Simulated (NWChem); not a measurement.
Species: HSeSI; SMILES S[Se]I

```xyz
4

Se     0.7296    -1.0128     0.0059
I     -0.1124     1.4017     0.0095
S     -1.0663    -2.2427     0.0557
H     -1.2931    -2.3071    -1.2796
```
Atoms are numbered in this order, from 1.

Level: PBE0/def2-SVP with def2 effective core potentials on I (NWChem), optimised geometry, unscaled harmonic frequencies. This build's default masses of Se (78.918 u) and Br (79.917 u) are each other's, which moves their modes by up to 0.6 %. def2 effective core potentials on I; no spin-orbit coupling.

| frequency (cm⁻¹) | IR intensity (km/mol) |
|---|---|
| 119 | 0.7 |
| 235 | 9.8 |
| 361 | 22.1 |
| 410 | 17.0 |
| 841 | 2.0 |
| 2670 | 0.4 |

| Quantity | Result |
|---|---|
| zero-point energy | 6.6 kcal/mol |
| thermal correction to the enthalpy at 298.15 K (with zero-point energy) | 10.2 kcal/mol |
| heat capacity Cv | 13.3 cal/(mol K) |
| entropy at 298.15 K and 1 atm (symmetry number 1) | 77.9 cal/(mol K) |

Rigid rotor and harmonic oscillator.
